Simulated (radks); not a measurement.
Task: The xenon ion Xe21+, configuration [Ar] 3d10 4s2 4p3 (the NIST ground configuration). Calculated with a radial shooting solver on a logarithmic mesh with Libxc functionals: Dirac Kohn-Sham, LDA (Slater exchange, Perdew-Wang correlation), spin-unpolarised, spherical densities, finite nucleus; open shells fill j = l - 1/2 first; Fermi nuclear charge, rms radius 4.7859 fm.

Spin-orbit splittings of the eigenvalues, e(l+1/2) - e(l-1/2), with zeta = 2 splitting/(2l+1) and mean radii in bohr:

shell  occ.  splitting (eV)  zeta (eV)  <r> j=l-1/2  <r> j=l+1/2
2p        6           324.9      216.6      0.09613       0.1019
3p        6           63.34      42.22       0.2928       0.3040
3d       10           13.61      5.443       0.2733       0.2768
4p        3           17.25      11.50       0.6539       0.6713
4d        0               ?          ?       0.6815       0.6864

Estimate the 4d splitting.

Result: 3.516 eV (zeta = 1.406 eV).
